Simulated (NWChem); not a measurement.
# C$_{2}$H$_{6}$Mg; SMILES [CH3][Mg][CH3]

```xyz
9

Mg     0.0000     0.0000    -0.4151
C      2.0992    -0.0005    -0.4150
H      2.5156    -0.3406     0.5495
H      2.5148     1.0052    -0.6026
H      2.5158    -0.6654    -1.1920
C     -2.0992     0.0005    -0.4150
H     -2.5148    -1.0052    -0.6026
H     -2.5158     0.6654    -1.1920
H     -2.5156     0.3406     0.5495
```
Atoms are numbered in this order, from 1.

Program: NWChem. The geometry was optimised at PBE0/def2-SVP. GIAO values for the isolated, static molecule; σ is the absolute isotropic shielding.

Question: Taking B3LYP/pcSseg-2 as the yardstick, which of these has the fewest basis functions while keeping “σ C2 (ppm)” within 2 ppm of it: B3LYP/pcSseg-1; B3LYP/cc-pVTZ; B3LYP/cc-pVDZ?

Answer: none of them.
```tsv
level	basis functions	σ C2 (ppm)	relative time (rough)
B3LYP/cc-pVDZ	76	207.2	2
B3LYP/pcSseg-1	80	202.0	1
B3LYP/cc-pVTZ	178	202.1	10
B3LYP/pcSseg-2	184	199.5	7
```

The yardstick is one finite set, not the basis-set limit.
